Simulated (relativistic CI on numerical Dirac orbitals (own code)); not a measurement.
## Level scheme of Zr XXV

Calculated at this level of theory: Dirac-Coulomb-Breit CI, separate exchange-only KLI orbitals for each configuration, QED by a radiative potential, unscaled Slater integrals (own radial code, finite nucleus).

Configuration list (outside the closed core [Ne]): 3s²3p⁴, 3s3p⁵, 3s²3p³3d, 3p⁶, 3s3p⁴3d, 3p⁵3d, 3s3p³3d², 3s²3p²3d4p, 3p⁵4s, 3s²3p³4s, 3s3p³3d4s, 3p⁵4p, 3s²3p³4p, 3s²3p²3d², 3s²3p3d³, 3s3p²3d³, 3s²3p3d²4s, 3s²3p3d²4p, 3p⁴3d², 3p³3d³, 3p³3d²4s, 3p³3d²4p. Double excitations out of closed p, d and f shells are left out; levels of such configurations are missing from the list, as are those of other unlisted configurations, and high levels can miss mixing partners.

The lowest level is 3s²3p⁴ ³P2, with 78 % of that term; Hund's rules for 3s²3p⁴ give ³P with J = 2, in agreement.

```
No.    Configuration  Term  J  E (cm⁻¹)   %  Next component (%)         jj configuration (%)
  1           3s²3p⁴    ³P  2         0  78               19 ¹D                 3p3/2^2 (95)
  2           3s²3p⁴    ³P  0     61279  55               42 ¹S                 3p3/2^2 (92)
  3           3s²3p⁴    ³P  1    136017  98        1 3s3p⁴3d ³P           3p1/2 3p3/2^3 (98)
  4           3s²3p⁴    ¹D  2    178412  78               19 ³P           3p1/2 3p3/2^3 (95)
  5           3s²3p⁴    ¹S  0    346884  54               42 ³P                 3p3/2^4 (92)
  6            3s3p⁵   ³P°  2    686589  77     20 3s²3p³3d ³P°              3s 3p3/2^3 (77)
  7            3s3p⁵   ³P°  1    740811  54     18 3s²3p³3d ³P°              3s 3p3/2^3 (51)
  8            3s3p⁵   ³P°  0    812187  39     33 3s²3p³3d ⁵D°        3s 3p1/2 3p3/2^4 (39)
  9       3p³(4S°)3d   ⁵D°  2    826184  35              26 ³F°             3p3/2 3d3/2 (82)
 10       3p³(4S°)3d   ⁵D°  3    832803  51              21 ³D°             3p3/2 3d3/2 (56)
 11       3p³(4S°)3d   ⁵D°  1    850585  72              11 ³P°             3p3/2 3d3/2 (48)
 12            3s3p⁵   ³P°  0    852481  37     36 3s²3p³3d ⁵D°             3p3/2 3d3/2 (44)
 13       3p³(4S°)3d   ⁵D°  4    858018  66              24 ³F°             3p3/2 3d5/2 (75)
 14       3p³(4S°)3d   ⁵D°  2    883907  44              24 ³D°             3p3/2 3d5/2 (58)
 15       3p³(2D°)3d   ¹P°  1    897252  38        34 3s3p⁵ ¹P°        3s 3p1/2 3p3/2^4 (43)
 16       3p³(2D°)3d   ³G°  3    936167  30              30 ⁵D°     3p1/2 3p3/2^2 3d5/2 (30)
 17       3p³(4S°)3d   ³D°  1    946172  84              11 ³P°     3p1/2 3p3/2^2 3d3/2 (46)
 18       3p³(2D°)3d   ³F°  2    949888  49              40 ³D°     3p1/2 3p3/2^2 3d3/2 (84)
 19       3p³(2D°)3d   ¹S°  0    954997  68              18 ⁵D°     3p1/2 3p3/2^2 3d3/2 (58)
 20       3p³(2D°)3d   ³F°  3    966747  71              18 ³D°     3p1/2 3p3/2^2 3d3/2 (67)
 21       3p³(2D°)3d   ³D°  3    979951  46              31 ³G°     3p1/2 3p3/2^2 3d5/2 (63)
 22       3p³(2D°)3d   ³G°  4    991859  53              22 ³F°     3p1/2 3p3/2^2 3d5/2 (61)
 23       3p³(2D°)3d   ³F°  4   1012428  74              19 ¹G°     3p1/2 3p3/2^2 3d5/2 (62)
 24       3p³(2P°)3d   ³D°  1   1015891  81               6 ³P°             3p3/2 3d5/2 (39)
 25       3p³(2D°)3d   ¹G°  4   1031080  57              24 ³G°     3p1/2 3p3/2^2 3d3/2 (49)
 26       3p³(2D°)3d   ³G°  5   1042001  98      1 3s3p³3d² ³G°     3p1/2 3p3/2^2 3d5/2 (98)
 27       3p³(2P°)3d   ¹D°  2   1050056  39              35 ³F°     3p1/2 3p3/2^2 3d3/2 (74)
 28       3p³(2P°)3d   ³P°  1   1080535  48              14 ³D°     3p1/2 3p3/2^2 3d5/2 (40)
 29       3p³(2P°)3d   ³P°  0   1084879  63              23 ¹S°     3p1/2 3p3/2^2 3d5/2 (51)
 30       3p³(2P°)3d   ³D°  2   1102899  64              16 ³P°     3p1/2 3p3/2^2 3d5/2 (85)
 31       3p³(2P°)3d   ³F°  2   1118923  49              29 ³P°     3p1/2 3p3/2^2 3d5/2 (42)
 32       3p³(2P°)3d   ³F°  3   1121043  61              20 ³D°     3p1/2 3p3/2^2 3d5/2 (63)
 33       3p³(2D°)3d   ³D°  3   1137213  57              30 ¹F°     3p1/2 3p3/2^2 3d5/2 (70)
 34       3p³(2D°)3d   ³P°  2   1149218  44              24 ³D°     3p1/2 3p3/2^2 3d3/2 (38)
 35       3p³(2D°)3d   ³P°  1   1161729  47              14 ³S°     3p1/2 3p3/2^2 3d3/2 (72)
 36       3p³(2P°)3d   ³D°  3   1177077  53              27 ¹F°     3p1/2 3p3/2^2 3d3/2 (50)
 37       3p³(2D°)3d   ³S°  1   1189637  57              17 ¹P°     3p1/2 3p3/2^2 3d5/2 (51)
 38       3p³(2P°)3d   ³F°  4   1196643  58              17 ¹G°           3p3/2^3 3d5/2 (89)
 39       3p³(2P°)3d   ³P°  2   1212940  49              23 ¹D°           3p3/2^3 3d5/2 (69)
 40       3p³(2P°)3d   ¹P°  1   1234758  38              38 ³D°     3p1/2 3p3/2^2 3d3/2 (51)
 41       3p³(2P°)3d   ³D°  2   1236411  45              31 ¹D°     3p1/2 3p3/2^2 3d5/2 (64)
 42       3p³(2P°)3d   ¹F°  3   1266281  46              39 ³D°           3p3/2^3 3d5/2 (85)
 43       3p³(2D°)3d   ³P°  0   1266977  74        20 3s3p⁵ ³P°           3p3/2^3 3d3/2 (59)
 44       3p³(2P°)3d   ³D°  1   1281170  32              25 ³P°           3p3/2^3 3d3/2 (52)
 45       3p³(2D°)3d   ¹D°  2   1324770  53              37 ³D°           3p3/2^3 3d3/2 (65)
 46       3p³(2D°)3d   ¹F°  3   1334646  73              18 ³D°           3p3/2^3 3d3/2 (53)
 47       3p³(2P°)3d   ¹P°  1   1432387  60              27 ³D°           3p3/2^3 3d5/2 (70)
 48  3s3p⁴(3P)<4P>3d    ⁵D  3   1450305  71      7 3s²3p²3d² ⁵D        3s 3p3/2^2 3d3/2 (52)
 49  3s3p⁴(3P)<4P>3d    ⁵D  2   1452265  66               10 ⁵P        3s 3p3/2^2 3d3/2 (69)
 50  3s3p⁴(3P)<4P>3d    ⁵D  4   1462623  73               13 ⁵F        3s 3p3/2^2 3d5/2 (55)
 51  3s3p⁴(3P)<4P>3d    ⁵D  1   1465089  61               14 ⁵P        3s 3p3/2^2 3d3/2 (63)
 52              3p⁶    ¹S  0   1467804  49       40 3s3p⁴3d ¹S                  closed (49)
 53  3s3p⁴(3P)<4P>3d    ⁵D  0   1486232  70               17 ³P  3s 3p1/2 3p3/2^3 3d3/2 (36)
 54  3s3p⁴(3P)<4P>3d    ⁵F  5   1532130  83               10 ³G        3s 3p3/2^2 3d5/2 (87)
 55  3s3p⁴(3P)<4P>3d    ⁵P  1   1550823  56               13 ⁵D        3s 3p3/2^2 3d3/2 (49)
 56  3s3p⁴(3P)<4P>3d    ⁵F  4   1554609  41               31 ³F        3s 3p3/2^2 3d3/2 (59)
 57  3s3p⁴(3P)<4P>3d    ⁵P  2   1570653  49               15 ³P        3s 3p3/2^2 3d3/2 (31)
 58  3s3p⁴(3P)<4P>3d    ⁵F  3   1583127  62                9 ³F        3s 3p3/2^2 3d3/2 (33)
 59  3s3p⁴(3P)<4P>3d    ⁵F  2   1587702  59               16 ³D        3s 3p3/2^2 3d3/2 (42)
 60  3s3p⁴(1D)<2D>3d    ³P  0   1591600  65               18 ⁵D  3s 3p1/2 3p3/2^3 3d3/2 (54)
 61  3s3p⁴(3P)<4P>3d    ⁵F  1   1591703  56               24 ³D        3s 3p3/2^2 3d3/2 (46)
 62  3s3p⁴(3P)<4P>3d    ³P  1   1598966  59     10 3s²3p²3d² ³P        3s 3p3/2^2 3d5/2 (50)
 63  3s3p⁴(3P)<4P>3d    ³F  4   1619406  43               25 ⁵F        3s 3p3/2^2 3d5/2 (46)
 64  3s3p⁴(3P)<4P>3d    ⁵P  3   1624090  63               16 ³D        3s 3p3/2^2 3d5/2 (55)
 65  3s3p⁴(1D)<2D>3d    ³D  1   1627060  53               14 ⁵F  3s 3p1/2 3p3/2^3 3d3/2 (24)
 66  3s3p⁴(3P)<4P>3d    ³D  2   1632066  28               23 ³P        3s 3p3/2^2 3d5/2 (34)
 67  3s3p⁴(3P)<4P>3d    ³F  3   1639303  35               23 ³D        3s 3p3/2^2 3d5/2 (50)
 68  3s3p⁴(1D)<2D>3d    ³D  2   1658747  24     13 3s²3p²3d² ³F         3p1/2^2 3d3/2^2 (27)
 69  3s3p⁴(1D)<2D>3d    ³G  3   1675142  49               13 ³D        3s 3p3/2^2 3d3/2 (39)
 70  3s3p⁴(1D)<2D>3d    ³P  2   1681512  31     10 3s²3p²3d² ⁵G  3s 3p1/2 3p3/2^3 3d5/2 (43)
```

Energies count from the lowest computed level; ° marks odd parity. Percentages are summed over parent terms; the parents shown are those of the largest component, closed shells are left out there, and <> holds an intermediate term. Filled j subshells are mostly left out of the jj labels.

The mean weight of the leading LS term, summed over parents, in these 70 levels is 56 %, and that of the leading jj configuration (from the same eigenvectors) 58 %.

At this charge energies of transitions that change n are usually good to better than 1 %, and those within a shell (Δn = 0) to a few per cent.

LS names give the leading component of a level, which can be under half, so a name can repeat, a term be missing and a line seem to break the LS rules.
